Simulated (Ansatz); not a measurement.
Molecule: sum formula H4SiSO3 (charge 0, singlet). SMILES: O[Si](O)(O)S
Geometry from a B3LYP-D3(BJ)/def2-TZVP (Ansatz, a first-principles code) optimisation:
```
Si
O 1 1.6334
H 2 0.9620 1 116.64
O 1 1.6350 2 106.08 3 -30.27
H 4 0.9607 1 117.97 2 172.21
O 1 1.6385 2 115.47 3 87.48
H 6 0.9608 1 117.95 2 66.16
S 1 2.1335 2 107.31 3 -154.56
H 8 1.3437 1 94.34 2 40.82
```
Charge 0, spin multiplicity 1.

Computed values are from Ansatz. Correlated levels leave the core frozen unless marked. UHF or UKS for open shells. Spin-orbit coupling is left out. Non-relativistic. CBS(X,Y): correlation extrapolated as X^-3; Hartree-Fock from the larger set. [CCSD(T)-MP2]/basis is that difference in the basis named.

```
Property                                                                                                                    Result
-------------------------------------------  -------------------------------------------------------------------------------------
atomisation energy De                                               844.0 kcal/mol at CCSD(T)/CBS(aug-cc-pV(T+d)Z,aug-cc-pV(Q+d)Z)
vertical ionisation energy (to the doublet)  10.20 eV at RI-MP2/CBS(aug-cc-pV(T+d)Z,aug-cc-pV(Q+d)Z)+[CCSD(T)-MP2]/aug-cc-pV(T+d)Z
vertical triplet-singlet gap                  5.97 eV at RI-MP2/CBS(aug-cc-pV(T+d)Z,aug-cc-pV(Q+d)Z)+[CCSD(T)-MP2]/aug-cc-pV(T+d)Z
total energy                                                          -914.9706 Eh at CCSD(T)/CBS(aug-cc-pV(T+d)Z,aug-cc-pV(Q+d)Z)
dipole moment                                                                                    0.73 D at CCSD(T)/aug-cc-pV(D+d)Z
T1 diagnostic                                                                                        0.012 at CCSD/aug-cc-pV(Q+d)Z
```
